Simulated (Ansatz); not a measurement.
The same atomization along the group B, Al, Ga, In.

Isolated molecules relaxed with PBE0-D4/def2-TZVP in Ansatz; ΔE leaves out vibrations. CBS: MP2 limit from def2 TZ/QZ plus the TZ coupled-cluster correction, frozen cores. Small cases extrapolate CCSD(T) itself. DFT in def2-TZVPP. No spin–orbit coupling; open shells (•) take unrestricted orbitals. Spin–orbit coupling would lower the free atoms: a little for Al, B, C, F; clearly for Ga; strongly for In. Elements past krypton have def2 core potentials. Bonds to Ga, In are less sure, by a few kJ/mol each and by 10 to 20 or more in all where they break to atoms, as the def2 sets lack core-valence functions. Scalar relativity is left out up to krypton. Each species was taken in one conformer, which may not be the lowest.

```csv
reaction,revPBE-D4 (kJ/mol),CCSD(T)/CBS(def2) (kJ/mol)
`CNB(F)F` → B• + C• + 2 F• + 4 H• + N•,3778,3788
`C[NH][Al]([F])[F]` → Al• + C• + 2 F• + 4 H• + N•,3495,3559
`C[NH][Ga]([F])[F]` → Ga• + C• + 2 F• + 4 H• + N•,3200,3248
`C[NH][In]([F])[F]` → In• + C• + 2 F• + 4 H• + N•,3019,3065
```

Largest T1 diagnostic: 0.018, for Al•.

Extrapolated directly: `C[NH][Al]([F])[F]` → Al• + C• + 2 F• + 4 H• + N•.

For atomizations the MP2-based limit and the directly extrapolated one differ by several kJ/mol either way, and by 10 to 25 for some Ge, Se and Sn compounds, so smaller differences from it don't rank the levels.
